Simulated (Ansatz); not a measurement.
`O[SiH2][SiH2]CCl` + H₂S → `O[SiH2][SiH2]S` + `CCl`  (ligand exchange at the Si–C bond)

Program: Ansatz. Geometries: PBE0-D4/def2-TZVP. ΔE: electronic, gas phase. CCSD(T)/CBS is the MP2 limit (def2-TZVPP, def2-QZVPP) plus CCSD(T) − MP2 in def2-TZVPP, frozen cores. This one scheme is used for every species. Functionals use def2-TZVPP. One conformer a species, not always the lowest.

```tsv
species	LDA (SPW92) energy (Eh)
`O[SiH2][SiH2]CCl`	-1152.09327
H₂S	-398.00631
`O[SiH2][SiH2]S`	-1051.86972
`CCl`	-498.25700
```

Problem. Work out ΔE.

Solution. ΔE = (-1051.86972) + (-498.25700) − (-1152.09327) − (-398.00631) = -0.02714 Eh = -71.3 kJ/mol. CCSD(T)/CBS gives -69.8 kJ/mol.

Problem. What do rigid-rotor, harmonic-oscillator terms from PBE0-D4/def2-TZVP frequencies (298.15 K, 1 bar) make of the CCSD(T)/CBS value? (Estimate.)

Solution. Ansatz gave: ΔZPE = +11.2 kJ/mol, ΔH = -61.4 kJ/mol, ΔS = -8 J/(mol·K), ΔG = -59.0 kJ/mol. Modes under 50 cm⁻¹ make the entropy rough.

Largest T1 diagnostic among the species: 0.012.

At CCSD(T), def2-SVP lies +8.3 kJ/mol from the extrapolated value and def2-TZVPP +3.0 kJ/mol. Leaving LDA and LC-ωPBE aside and taking each functional with its dispersion term where it has one, the values, not all of them listed here, spread over 6.7 kJ/mol, from B97M-V to CAM-B3LYP-D4. LDA lies +4.0 kJ/mol from PBE without D4.
